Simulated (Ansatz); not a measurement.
Energy difference R1 + R2 → P1 + P2, each structure at its B3LYP-D3(BJ)/def2-TZVP stationary point, reached from a drawn start (curvature not checked).
R1, H4Sn (SMILES [SnH4]) (charge 0, multiplicity 1, Z-matrix in Å and degrees):
```
Sn
H 1 1.7085
H 1 1.7085 2 109.47
H 1 1.7085 2 109.47 3 -120.00
H 1 1.7085 2 109.47 3 120.00
```
P1, H3Sn (SMILES [SnH3]) (charge 0, multiplicity 2):
```xyz
4

Sn     0.00001     0.00000    -0.43867
H      1.62130     0.00000     0.14619
H     -0.81065     1.40408     0.14619
H     -0.81065    -1.40408     0.14619
```
R2: H atom, charge 0, multiplicity 2.
P2: H2 (SMILES [H][H]), charge 0, multiplicity 1.

P less R. No zero-point or thermal terms; singlets are restricted closed shells; open shells are unrestricted; no spin–orbit coupling.

Programs: Ansatz (Gaussian orbitals). All values are computed, each at the level named. Elements past Kr take the def2 small-core potentials, without spin–orbit coupling.

Q: One of these levels gives -31.66 kcal/mol for the reaction energy. Name it.
(A) B3LYP/def2-TZVPPD
(B) HF/def2-TZVPPD
(C) PBE/def2-TZVPPD

A: A, B3LYP/def2-TZVPPD. The others give -23.51 (HF/def2-TZVPPD), -28.61 (PBE/def2-TZVPPD)

Ansatz is a quantum-chemistry and plane-wave program.
